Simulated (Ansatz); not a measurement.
`CSB(Cl)Cl`, relaxed with RKS PBE0-D4/def2-TZVP in Ansatz from a PBE-D4/def2-SVP geometry. The force threshold is 0.005 eV/Å; the program also tests the step.

Charge 0, multiplicity 1.

Start:

```xyz
8

C    -0.082    0.011   -1.319
S     0.259    1.160    0.064
B     0.125    0.131    1.526
Cl   -0.261   -1.592    1.457
Cl    0.399    0.908    3.087
H     0.653   -0.815   -1.329
H     0.009    0.604   -2.248
H    -1.103   -0.406   -1.238
```

```
        step  energy (eV)  largest force (eV/Å)  largest move (Å)
           1  -37633.7445                 0.507             0.000
           2  -37633.7713                 0.278             0.022
3 (rejected)  -37633.7529                 0.516             0.066
           4  -37633.7726                 0.115             0.033
           5  -37633.7750                 0.133             0.025
           6  -37633.7760                 0.016             0.014
           7  -37633.7760                 0.002             0.002
```

End:

```xyz
8

C    -0.079    0.010   -1.307
S     0.262    1.142    0.059
B     0.123    0.127    1.510
Cl   -0.267   -1.578    1.457
Cl    0.394    0.900    3.056
H     0.651   -0.797   -1.329
H    -0.001    0.598   -2.221
H    -1.083   -0.401   -1.224
```

Run time 12 s (4 threads of a server CPU on a shared host); peak host memory 0.56 GiB.
